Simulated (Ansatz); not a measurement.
AlGaH5N can be A, `[NH2][AlH][GaH2]`, or B, `[NH2][GaH][AlH2]`.

Gas-phase electronic energies from Ansatz, PBE0-D4/def2-TZVP geometries. CCSD(T)/CBS adds triple-zeta CCSD(T) − MP2 to the extrapolated MP2 energy (def2 sets, frozen cores). DFT in def2-TZVPP. B3LYP here is the variant with VWN-RPA as its local correlation; programs differ in this. For Ga outer-core shells are correlated without core-valence functions, which leaves a few kJ/mol of doubt a bond. Scalar relativity is left out up to krypton. One conformer a species, not always the lowest.

(1) Which is lower in electronic energy at CCSD(T)/CBS, and by how much? (Best estimate.)

(2) Give E(B) − E(A) in kJ/mol with MP2/def2-TZVPP, B3LYP-D4, ωB97M-V, BLYP-D4, HF/def2-TZVPP, PBE0-D4, CCSD(T)/def2-TZVPP. (Estimate.)

(3) Does the order hold for the free energy at 298.15 K (harmonic terms from PBE0-D4)? (Best estimate.)

Largest T1 diagnostic: 0.015.

Results:

(1) Ansatz gave: A, by 41.8 kJ/mol.

(2) The calculation gave: MP2/def2-TZVPP 42.8, B3LYP-D4 46.6, ωB97M-V 48.2, BLYP-D4 44.7, HF/def2-TZVPP 48.6, PBE0-D4 45.5, CCSD(T)/def2-TZVPP 43.0. None reverses the order clearly.

(3) Ansatz gave: Yes: G(B) − G(A) = +41.2 kJ/mol, for one conformer each. Modes under 60 cm⁻¹, often nearly free rotors, make the harmonic entropy too high.

Leaving LDA and LC-ωPBE aside and taking each functional with its dispersion term where it has one, the values, not all of them listed here, spread over 5.3 kJ/mol, from revPBE-D4 to BHLYP-D4. In def2-TZVPP, CCSD(T) changes the Hartree–Fock value by −5.7 kJ/mol (the triples alone add −1.3 kJ/mol) and MP2 by −5.8 kJ/mol.
